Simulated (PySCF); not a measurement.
# A series of derivatives of O=C[SiH3]

Parent skeleton `[O:1]=[CH:2][SiH3:3]`; one hydrogen on atom 3 is replaced by X. Hydrogens on one atom are averaged.

[PySCF: geometry from GFN2-xTB; GIAO PBE0/pcSseg-1 shieldings; gas phase; equivalent nuclei averaged; one computed conformer; non-relativistic]

Referencing at the same level of theory: 17O (σref 336.08) against H2O; TMS for 13C (σref 186.93), 29Si (σref 349.16), 1H (σref 31.72).

(1) Give δ (ppm) for X = CH2OCH3, 2-thienyl, CH2NH2, CN.

(2) Which position responds most, and to which substituents?

Results:

(1) 
```
        X            SMILES     O1     C2    Si3  H(C2)  H(Si3)
  CH2OCH3      COC[SiH2]C=O  948.1  247.0  -57.2  12.38    4.43
2-thienyl  O=C[SiH2]c1cccs1  970.3  244.1  -67.6  12.61    4.85
   CH2NH2       NC[SiH2]C=O  965.6  247.5  -62.3  12.61    3.99
       CN      N#C[SiH2]C=O  962.3  235.5  -90.9  12.01    4.39
```

(2) Si3: from -90.9 ppm with CN to -57.2 ppm with CH2OCH3.

Unscaled 17O shifts of doubly bonded oxygen tend to come out too high, by tens of ppm or more. Experimental scales use liquid or dissolved standards, which lie at an offset from isolated H2O (liquid H2O: subtract about 36 ppm).
